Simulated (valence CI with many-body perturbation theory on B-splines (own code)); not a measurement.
# E1 transitions of Dy33+

Method: valence CI with perturbative core correlation (CI+MBPT): five valence electrons over a frozen Dirac-Fock core [Ar] 3d10, radial functions for each j: 9 s, 9 p, 8 d, 6 f, 3 g, 1 h, with the one-electron correlation potential Σ1, the two-electron term Σ2, the three-electron term Σ3, Breit, model QED; selected CI, second order for the rest (own B-spline code, finite nucleus).

The last digits are not significant, and no measured levels were compared; by estimate large intervals hold to a few tenths of a per cent, small ones and those within an open d or f shell to about a per cent. Among the levels kept, up to 270 cm⁻¹ of a level comes from second order outside the variational space, and about a tenth of that is noise between levels of different J, which matters for small intervals.

Lines 101 to 150 of 213 in falling wavelength, among levels below 2158400 cm⁻¹, chosen from the strongest by gf and those to the six lowest levels. Wavelengths and rates use the calculated energies. Electric multipoles are in the length gauge, E1 and E2 with the static RPA response of the core. Weak lines are less certain than strong ones. Lines between different terms over intervals too small for the method are left out, as are lines whose strength nearly cancels. The highest levels of a list are the least certain.

Levels are named by their leading jj configuration (3d3/2^4 stands for four electrons in 3d with j = 3/2), which in mixed levels can hold well under half, so a name can repeat and another be missing. Letters in brackets count levels of one name in rising energy.

| λ vac (Å) | Upper | Lower | A (s⁻¹) | S (a.u.) with core polarisation | S without |
| --- | --- | --- | --- | --- | --- |
| 103.0 | (4s^2 4p1/2 4p3/2 4d3/2) J=5/2 [a] | (4s^2 4p1/2 4p3/2^2) J=5/2 | 1.18e+08 | 3.82e-04 | 3.87e-04 |
| 102.6 | (4s 4p1/2^2 4p3/2 4d5/2) J=5/2 | (4s^2 4p1/2^2 4d5/2) J=5/2 | 3.05e+09 | 9.74e-03 | 1.05e-02 |
| 102.2 | (4s^2 4p1/2 4p3/2 4d3/2) J=3/2 [a] | (4s^2 4p1/2 4p3/2^2) J=5/2 | 1.18e+09 | 2.49e-03 | 2.70e-03 |
| 102.2 | (4s 4p1/2^2 4p3/2 4d5/2) J=3/2 | (4s 4p1/2^2 4p3/2^2) J=3/2 | 7.93e+09 | 1.67e-02 | 1.80e-02 |
| 101.7 | (4s 4p1/2^2 4p3/2 4d3/2) J=5/2 [b] | (4s 4p1/2^2 4p3/2^2) J=3/2 | 1.65e+10 | 5.15e-02 | 5.50e-02 |
| 101.4 | (4s 4p1/2^2 4p3/2^2) J=5/2 | (4s^2 4p1/2^2 4p3/2) J=3/2 | 7.00e+09 | 2.16e-02 | 2.32e-02 |
| 100.5 | (4s 4p1/2 4p3/2^3) J=3/2 | (4s^2 4p1/2 4p3/2^2) J=3/2 | 9.64e+09 | 1.93e-02 | 2.08e-02 |
| 99.76 | (4s^2 4p1/2^2 4d3/2) J=3/2 | (4s^2 4p1/2^2 4p3/2) J=3/2 | 2.20e+08 | 4.32e-04 | 4.81e-04 |
| 99.60 | (4s 4p1/2^2 4p3/2 4d5/2) J=3/2 | (4s 4p1/2^2 4p3/2^2) J=1/2 | 1.72e+09 | 3.35e-03 | 3.62e-03 |
| 99.21 | (4s^2 4p1/2 4p3/2 4d3/2) J=5/2 [a] | (4s^2 4p1/2 4p3/2^2) J=3/2 | 3.55e+07 | 1.03e-04 | 1.07e-04 |
| 99.20 | (4s 4p1/2^2 4p3/2 4d3/2) J=5/2 [a] | (4s 4p1/2^2 4p3/2^2) J=5/2 | 7.21e+09 | 2.09e-02 | 2.21e-02 |
| 99.06 | (4s^2 4p1/2 4p3/2 4d3/2) J=1/2 [a] | (4s^2 4p1/2 4p3/2^2) J=3/2 | 1.82e+08 | 1.74e-04 | 1.93e-04 |
| 98.99 | (4s^2 4p1/2 4p3/2 4d3/2) J=7/2 | (4s^2 4p1/2 4p3/2^2) J=5/2 | 3.46e+07 | 1.32e-04 | 1.37e-04 |
| 98.80 | (4s 4p1/2^2 4p3/2 4d3/2) J=3/2 [a] | (4s 4p1/2^2 4p3/2^2) J=5/2 | 1.11e+10 | 2.12e-02 | 2.25e-02 |
| 98.52 | (4s^2 4p1/2 4p3/2 4d3/2) J=3/2 [a] | (4s^2 4p1/2 4p3/2^2) J=3/2 | 1.62e+10 | 3.06e-02 | 3.27e-02 |
| 98.18 | (4s 4p1/2 4p3/2^3) J=5/2 | (4s^2 4p1/2 4p3/2^2) J=5/2 | 1.61e+10 | 4.50e-02 | 4.83e-02 |
| 98.03 | (4s 4p3/2^4) J=1/2 [a] | (4s^2 4p3/2^3) J=3/2 | 2.83e+10 | 2.63e-02 | 2.83e-02 |
| 97.51 | (4s 4p1/2^2 4p3/2 4d3/2) J=7/2 | (4s 4p1/2^2 4p3/2^2) J=5/2 | 7.20e+08 | 2.63e-03 | 2.77e-03 |
| 96.29 | (4s 4p1/2 4p3/2^3) J=1/2 | (4s^2 4p1/2 4p3/2^2) J=1/2 | 1.49e+10 | 1.31e-02 | 1.41e-02 |
| 96.08 | (4s 4p1/2^2 4p3/2 4d3/2) J=1/2 [b] | (4s 4p1/2^2 4p3/2^2) J=1/2 | 1.13e+10 | 9.93e-03 | 1.05e-02 |
| 94.95 | (4s^2 4p3/2^2 4d3/2) J=1/2 | (4s^2 4p3/2^3) J=3/2 | 2.91e+07 | 2.46e-05 | 2.78e-05 |
| 94.75 | (4s^2 4p3/2^2 4d3/2) J=3/2 [a] | (4s^2 4p3/2^3) J=3/2 | 1.59e+07 | 2.67e-05 | 2.66e-05 |
| 94.75 | (4s 4p1/2 4p3/2^3) J=5/2 | (4s^2 4p1/2 4p3/2^2) J=3/2 | 6.04e+08 | 1.52e-03 | 1.63e-03 |
| 94.43 | (4s^2 4p1/2 4p3/2 4d3/2) J=3/2 [b] | (4s^2 4p1/2 4p3/2^2) J=1/2 | 4.45e+09 | 7.39e-03 | 7.92e-03 |
| 94.24 | (4s^2 4p3/2^2 4d3/2) J=5/2 | (4s^2 4p3/2^3) J=3/2 | 4.24e+09 | 1.05e-02 | 1.12e-02 |
| 94.21 | (4s^2 4p1/2 4p3/2 4d5/2) J=7/2 [a] | (4s^2 4p1/2 4p3/2^2) J=5/2 | 4.08e+08 | 1.35e-03 | 1.42e-03 |
| 93.87 | (4s 4p1/2^2 4p3/2 4d3/2) J=3/2 [b] | (4s^2 4p1/2^2 4d3/2) J=3/2 | 7.45e+10 | 1.22e-01 | 1.30e-01 |
| 93.11 | (4s^2 4p1/2 4p3/2 4d5/2) J=3/2 [a] | (4s^2 4p1/2 4p3/2^2) J=1/2 | 1.52e+09 | 2.42e-03 | 2.61e-03 |
| 92.44 | (4s 4p1/2^2 4p3/2 4d3/2) J=3/2 [b] | (4s 4p1/2^2 4p3/2^2) J=5/2 | 5.79e+08 | 9.02e-04 | 9.45e-04 |
| 90.85 | (4s 4p1/2^2 4p3/2^2) J=1/2 | (4s^2 4p1/2^2 4p3/2) J=3/2 | 9.66e+10 | 7.15e-02 | 7.63e-02 |
| 90.71 | (4s 4p1/2^2 4p3/2 4d5/2) J=3/2 | (4s^2 4p1/2^2 4d3/2) J=3/2 | 1.95e+09 | 2.88e-03 | 3.10e-03 |
| 90.64 | (4s^2 4p1/2 4p3/2 4d3/2) J=5/2 [b] | (4s^2 4p1/2 4p3/2^2) J=5/2 | 2.21e+08 | 4.86e-04 | 5.13e-04 |
| 90.57 | (4s^2 4p1/2 4p3/2 4d3/2) J=1/2 [b] | (4s^2 4p1/2 4p3/2^2) J=1/2 | 2.32e+08 | 1.70e-04 | 1.87e-04 |
| 90.47 | (4s^2 4p1/2 4p3/2 4d3/2) J=3/2 [b] | (4s^2 4p1/2 4p3/2^2) J=5/2 | 4.82e+10 | 7.05e-02 | 7.54e-02 |
| 90.34 | (4s 4p1/2^2 4p3/2 4d3/2) J=5/2 [b] | (4s^2 4p1/2^2 4d3/2) J=3/2 | 5.27e+10 | 1.15e-01 | 1.23e-01 |
| 89.38 | (4s 4p1/2^2 4p3/2 4d5/2) J=3/2 | (4s 4p1/2^2 4p3/2^2) J=5/2 | 6.44e+10 | 9.08e-02 | 9.67e-02 |
| 89.25 | (4s^2 4p1/2 4p3/2 4d5/2) J=3/2 [a] | (4s^2 4p1/2 4p3/2^2) J=5/2 | 3.05e+10 | 4.28e-02 | 4.56e-02 |
| 89.13 | (4s 4p1/2 4p3/2^3) J=1/2 | (4s^2 4p1/2 4p3/2^2) J=3/2 | 7.74e+10 | 5.41e-02 | 5.77e-02 |
| 89.02 | (4s 4p1/2^2 4p3/2 4d3/2) J=5/2 [b] | (4s 4p1/2^2 4p3/2^2) J=5/2 | 1.17e+10 | 2.45e-02 | 2.60e-02 |
| 88.81 | (4s 4p1/2^2 4p3/2^2) J=3/2 | (4s^2 4p1/2^2 4p3/2) J=3/2 | 2.04e+11 | 2.81e-01 | 3.00e-01 |
| 88.58 | (4s 4p1/2^2 4p3/2 4d5/2) J=5/2 | (4s^2 4p1/2^2 4d3/2) J=3/2 | 1.24e+09 | 2.56e-03 | 2.74e-03 |
| 88.34 | (4s^2 4p3/2^2 4d3/2) J=3/2 [b] | (4s^2 4p3/2^3) J=3/2 | 1.31e+10 | 1.79e-02 | 1.90e-02 |
| 87.79 | (4s 4p1/2^2 4p3/2 4d3/2) J=1/2 [b] | (4s^2 4p1/2^2 4d3/2) J=3/2 | 1.89e+11 | 1.26e-01 | 1.35e-01 |
| 87.77 | (4s^2 4p1/2 4p3/2 4d5/2) J=3/2 [b] | (4s^2 4p1/2 4p3/2^2) J=1/2 | 2.80e+08 | 3.74e-04 | 4.17e-04 |
| 87.71 | (4s^2 4p1/2 4p3/2 4d3/2) J=5/2 [b] | (4s^2 4p1/2 4p3/2^2) J=3/2 | 4.03e+10 | 8.04e-02 | 8.54e-02 |
| 87.54 | (4s^2 4p1/2 4p3/2 4d3/2) J=3/2 [b] | (4s^2 4p1/2 4p3/2^2) J=3/2 | 6.96e+09 | 9.22e-03 | 9.77e-03 |
| 87.30 | (4s 4p1/2^2 4p3/2 4d5/2) J=5/2 | (4s 4p1/2^2 4p3/2^2) J=5/2 | 9.70e+10 | 1.91e-01 | 2.03e-01 |
| 86.46 | (4s^2 4p1/2^2 4d5/2) J=5/2 | (4s^2 4p1/2^2 4p3/2) J=3/2 | 1.59e+11 | 3.05e-01 | 3.23e-01 |
| 86.41 | (4s^2 4p1/2 4p3/2 4d5/2) J=3/2 [a] | (4s^2 4p1/2 4p3/2^2) J=3/2 | 1.35e+11 | 1.72e-01 | 1.83e-01 |
| 86.15 | (4s^2 4p3/2^2 4d5/2) J=5/2 [a] | (4s^2 4p3/2^3) J=3/2 | 2.91e+06 | 5.50e-06 | 5.76e-06 |
